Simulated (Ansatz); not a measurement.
CH7FOSi2, SMILES `CO[SiH2][SiH2]F`. The species carries charge 0 and has multiplicity 1. Geometry: relaxed with PBE0-D4/def2-TZVP. It is one conformer, not always the lowest.

```xyz
12

C     0.431   -1.477   -1.260
O    -0.696   -0.634   -1.158
Si   -0.615    0.874   -0.505
Si   -0.069    0.824    1.785
F     1.379    0.146    1.981
H     0.854   -1.709   -0.276
H     1.215   -1.023   -1.877
H     0.115   -2.409   -1.730
H    -1.961    1.480   -0.671
H     0.395    1.708   -1.223
H    -1.039    0.023    2.579
H    -0.008    2.198    2.354
```

**Question.** What is the dipole moment at r2SCAN/def2-TZVPP? (Estimate.)

**Answer.** Ansatz gave: 0.45 D, with components (-0.05, -0.02, -0.44) D in this frame, pointing from negative to positive charge.

**Question.** And with PBE, B3LYP, ωB97M-V? (Best estimate.)

**Answer.** The calculation gave: PBE 0.45 D, B3LYP 0.44 D, ωB97M-V 0.44 D.

**Question.** Give the Mulliken charges with r2SCAN, B3LYP, PBE in def2-TZVPP. (Estimate.)

**Answer.** The calculation gave: 
| atom | r2SCAN | B3LYP | PBE |
| --- | --- | --- | --- |
| C1 | 0.01 | -0.12 | -0.14 |
| O2 | -0.39 | -0.38 | -0.31 |
| Si3 | 0.38 | 0.37 | 0.31 |
| Si4 | 0.48 | 0.47 | 0.40 |
| F5 | -0.34 | -0.34 | -0.29 |
| H6 | 0.06 | 0.10 | 0.09 |
| H7 | 0.06 | 0.10 | 0.10 |
| H8 | 0.07 | 0.11 | 0.11 |
| H9 | -0.07 | -0.07 | -0.06 |
| H10 | -0.09 | -0.08 | -0.07 |
| H11 | -0.08 | -0.08 | -0.07 |
| H12 | -0.09 | -0.08 | -0.07 |

B3LYP here is the variant with VWN-RPA as its local correlation; programs differ in this.
